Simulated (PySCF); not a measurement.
# Spinor energies of Sc (scandium, neutral)

Start: [Ar] 3d1 4s2; 3d3/2 filled at m_j = +3/2. Calculated with PySCF 2.14 in x2c-SVPall-2c (5s5p3d1f, 42 functions): generalised Hartree-Fock with the X2C-1e Hamiltonian and a Gaussian nucleus; one run each with spin-orbit coupling (SO) switched off, then screened by Boettger's factors.

| spinor shell | electrons | ε, spin-free (eV) | ε, screened SO (eV) | weight of nominal j (screened SO) | rms radius, screened SO (bohr) |
| --- | --- | --- | --- | --- | --- |
| 1s1/2 | 2 | -4537.0 | -4537.0 | 1.000 | 0.0845 |
| 2s1/2 | 2 | -523.53 | -523.52 | 1.000 | 0.370 |
| 2p1/2 | 2 | -426.41 | -429.70 | 1.000 | 0.338 |
| 3s1/2 | 2 | -70.469 | -70.462 | 1.000 | 1.15 |
| 3p1/2 | 2 | -42.838 | -43.838 | 0.854 | 1.27 |
| 3p3/2 | 4 | -42.838 | -42.329 | 0.927 | 1.27 |
| 3d3/2 | 1 | -9.187 | -9.204 | 0.989 | 1.94 |
| 4s1/2 | 2 | -5.755 | -5.754 | 0.995 | 4.23 |

Task: Where does 2p3/2 lie, and what is the 2p spin-orbit splitting (screened SO)?

Result: At -424.77 eV, 4.926 eV above 2p1/2.

```csv
quantity,spin-free,screened SO
E (hartree),-763.18204,-763.18475
M_J,3/2,3/2
⟨J²⟩,3.892,3.812
⟨L²⟩,6.041,6.041
⟨S²⟩,0.769,0.770
```

Each row is a mean over spinors that exchange with the open shell spreads, by up to 3.616 eV (3p1/2).

Rows whose weight is well below 1 are mixtures of j = l ± 1/2: exchange outweighs spin-orbit coupling there, and the label is only the starting occupation.

⟨J²⟩ departs a little from M_J(M_J + 1) because the unrestricted spinors polarise the closed shells.

Without spin-orbit coupling the j labels of p, d and f shells carry no meaning; the spin-free column gives the mean over the occupied spinors of each nl shell, and its ⟨J²⟩ belongs to a mixture of degenerate components.
